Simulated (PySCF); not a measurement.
**UHF on Ru⁺ (ruthenium, charge +1)**

Configuration: [Kr] 4d7, high-spin 4F determinant. All numbers are calculated (PySCF 2.14, scalar relativity by spin-free X2C-1e, in x2c-TZVPall (8s6p6d1f, 63 functions)).

| Item | Value |
| --- | --- |
| Total energy | -4527.756182 hartree |
| One-electron energy | -6235.0547 hartree |
| Hartree (Coulomb) energy | 1839.7719 hartree |
| Exchange energy | -132.4734 hartree |
| ⟨S²⟩ | 3.7547 |
| ⟨L²⟩ | 12.038 |
| Sum of ⟨r⟩ | 28.32 bohr |
| Sum of ⟨r²⟩ | 36.78 bohr² |
| Langevin diamagnetic susceptibility | -29.1 ×10⁻⁶ cm³/mol |
| Time after the integrals | 0.49 s of wall time on 1 thread of Neoverse-V1 (shared host) |

```json
{"shell": "1s β", "electrons": "1", "mean orbital energy (eV)": "-22241.4", "spread (eV)": "0", "rms radius, mean of both spins (bohr)": "0.0384"}
{"shell": "1s α", "electrons": "1", "mean orbital energy (eV)": "-22241.4", "spread (eV)": "0", "rms radius, mean of both spins (bohr)": "0.0384"}
{"shell": "2s α", "electrons": "1", "mean orbital energy (eV)": "-3283.9", "spread (eV)": "0", "rms radius, mean of both spins (bohr)": "0.158"}
{"shell": "2s β", "electrons": "1", "mean orbital energy (eV)": "-3283.1", "spread (eV)": "0", "rms radius, mean of both spins (bohr)": "0.158"}
{"shell": "2p α", "electrons": "3", "mean orbital energy (eV)": "-2936.3", "spread (eV)": "0", "rms radius, mean of both spins (bohr)": "0.140"}
{"shell": "2p β", "electrons": "3", "mean orbital energy (eV)": "-2935.6", "spread (eV)": "0", "rms radius, mean of both spins (bohr)": "0.140"}
{"shell": "3s α", "electrons": "1", "mean orbital energy (eV)": "-618.50", "spread (eV)": "0", "rms radius, mean of both spins (bohr)": "0.428"}
{"shell": "3s β", "electrons": "1", "mean orbital energy (eV)": "-618.14", "spread (eV)": "0", "rms radius, mean of both spins (bohr)": "0.428"}
{"shell": "3p α", "electrons": "3", "mean orbital energy (eV)": "-501.13", "spread (eV)": "0", "rms radius, mean of both spins (bohr)": "0.432"}
{"shell": "3p β", "electrons": "3", "mean orbital energy (eV)": "-500.68", "spread (eV)": "0", "rms radius, mean of both spins (bohr)": "0.432"}
{"shell": "3d α", "electrons": "5", "mean orbital energy (eV)": "-312.17", "spread (eV)": "0.255", "rms radius, mean of both spins (bohr)": "0.419"}
{"shell": "3d β", "electrons": "5", "mean orbital energy (eV)": "-311.10", "spread (eV)": "0.979", "rms radius, mean of both spins (bohr)": "0.419"}
{"shell": "4s α", "electrons": "1", "mean orbital energy (eV)": "-103.19", "spread (eV)": "0", "rms radius, mean of both spins (bohr)": "1.10"}
{"shell": "4s β", "electrons": "1", "mean orbital energy (eV)": "-98.651", "spread (eV)": "0", "rms radius, mean of both spins (bohr)": "1.10"}
{"shell": "4p α", "electrons": "3", "mean orbital energy (eV)": "-68.795", "spread (eV)": "0", "rms radius, mean of both spins (bohr)": "1.22"}
{"shell": "4p β", "electrons": "3", "mean orbital energy (eV)": "-62.843", "spread (eV)": "0", "rms radius, mean of both spins (bohr)": "1.22"}
{"shell": "4d α", "electrons": "5", "mean orbital energy (eV)": "-18.964", "spread (eV)": "0.978", "rms radius, mean of both spins (bohr)": "1.78"}
{"shell": "4d β", "electrons": "2", "mean orbital energy (eV)": "-16.590", "spread (eV)": "0", "rms radius, mean of both spins (bohr)": "1.78"}
```

Densities and radii are taken from the X2C orbitals without a picture-change correction, which distorts them close to the nucleus.
